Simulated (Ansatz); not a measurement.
Br2F2Ti (`[F][Ti]([F])([Br])[Br]`), relaxed with RKS PBE0-D4/def2-TZVP in Ansatz 0.2.0 from a PBE-D4/def2-SVP geometry. The force threshold is 0.005 eV/Å; the program also tests the step.

The species carries charge 0 and has multiplicity 1.

Start:

```xyz
5

F     0.074   -1.807    0.153
Ti    0.083   -0.074    0.068
F     1.400    0.508    1.037
Br    0.381    0.604   -2.152
Br   -1.938    0.768    0.894
```

Task: How much energy does the relaxation release, and in how many steps? (Best estimate.)

Result: Computed: 0.45 kJ/mol, in 4 steps.

Task: Which bonds change most? (Estimate.)

Result: The calculation gave: Ti2–Br5 from 2.340 to 2.325 Å; Ti2–Br4 from 2.340 to 2.325 Å; F1–Ti2 from 1.735 to 1.733 Å; Ti2–F3 from 1.735 to 1.733 Å.

Task: Give the relaxed structure. (Estimate.)

Result: Computed: 
```xyz
5

F     0.062   -1.808    0.145
Ti    0.087   -0.077    0.070
F     1.397    0.521    1.035
Br    0.376    0.600   -2.135
Br   -1.922    0.763    0.885
```
